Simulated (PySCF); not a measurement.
C₇H₇GeN.
SMILES with atom numbers: `[CH:1]#[C:2][GeH2:3][c:4]1[cH:5][cH:6][n:7][cH:8][cH:9]1` (hydrogens: H10 on C1; H11, H12 on Ge3; H13 on C5; H14 on C6; H15 on C8; H16 on C9)

Computed by this run: PBE0-D3(BJ)/def2-SVP geometry optimisation, gas phase (PySCF); density fitting, grid level 1; the optimiser is geomeTRIC in internal coordinates, started from a GFN2-xTB structure with every atom displaced at random (about 0.01 Å).

Step 0: E = -65347.9775 eV
```
atom  x, y, z in Å  |  force x, y, z in eV/Å
C1      3.3547    1.7041    0.5791    0.565   1.136   0.175
C2      2.7189    0.6982    0.4288   -0.983  -1.511  -0.260
Ge3     1.6879   -0.8825    0.1853    0.527   0.413   0.515
C4     -0.1617   -0.4086    0.1218   -1.840  -0.106  -0.137
C5     -1.1334   -1.2917   -0.4258    0.759   1.525   0.783
C6     -2.4701   -0.9124   -0.4254    0.118  -0.397  -0.080
N7     -2.8954    0.2301    0.0611   -0.496   0.603   0.088
C8     -2.0028    1.0739    0.5669   -0.870  -0.302   0.026
C9     -0.6620    0.8036    0.6471    1.347  -0.697  -0.478
H10     3.8793    2.6179    0.7115    0.356   0.442   0.070
H11     2.1333   -1.5597   -1.0654    0.169  -0.364  -0.806
H12     2.0143   -1.7994    1.3494   -0.037  -0.233   0.336
H13    -0.8463   -2.2256   -0.8355    0.336  -1.176  -0.534
H14    -3.2423   -1.5673   -0.8286   -0.065  -0.268  -0.155
H15    -2.4249    1.9878    0.9540   -0.036   0.656   0.244
H16     0.0315    1.5290    1.0564    0.150   0.279   0.211
```

**Question.** Estimate the geometry and energy of step 1. (The exact step hangs on the optimiser's Hessian estimate; all steps are aligned on step 0, rigid shifts and turns removed.)

**Answer.** E = -65348.1194 eV, largest force 0.374 eV/Å
```
atom  x, y, z in Å  |  force x, y, z in eV/Å
C1      3.3425    1.7336    0.5824   -0.068   0.005  -0.001
C2      2.7104    0.7051    0.4332    0.025  -0.026  -0.001
Ge3     1.7109   -0.8960    0.2012   -0.071  -0.134  -0.138
C4     -0.1911   -0.4205    0.1418    0.351  -0.023  -0.128
C5     -1.1332   -1.2881   -0.4170   -0.007  -0.305  -0.054
C6     -2.4758   -0.9128   -0.4276    0.030   0.053   0.018
N7     -2.9151    0.2437    0.0635   -0.094  -0.076  -0.034
C8     -2.0189    1.0763    0.5783    0.204   0.088  -0.014
C9     -0.6473    0.8034    0.6312   -0.239   0.012   0.111
H10     3.8903    2.6504    0.7101    0.026  -0.007   0.004
H11     2.1268   -1.5833   -1.1273   -0.075   0.128   0.225
H12     2.0154   -1.8384    1.3857   -0.041   0.074  -0.087
H13    -0.8426   -2.2603   -0.8451   -0.045   0.229   0.112
H14    -3.2297   -1.5827   -0.8571   -0.014   0.004  -0.004
H15    -2.4002    2.0280    0.9681   -0.008  -0.009   0.002
H16     0.0386    1.5392    1.0593    0.025  -0.014  -0.011
```

The energy changes by -0.1419 eV. The first-order estimate −F·Δx gives -0.3480 eV and the mean of the old and new forces, exact on a quadratic surface, -0.1460 eV. The step makes an angle of 56° with the force vector and moves no atom by more than 0.067 Å.

What follows is the cost of the whole optimisation. The run took 2.0 min of wall time on Arm Neoverse V2, one thread (shared host), and the process peaked at 0.78 GiB of memory.
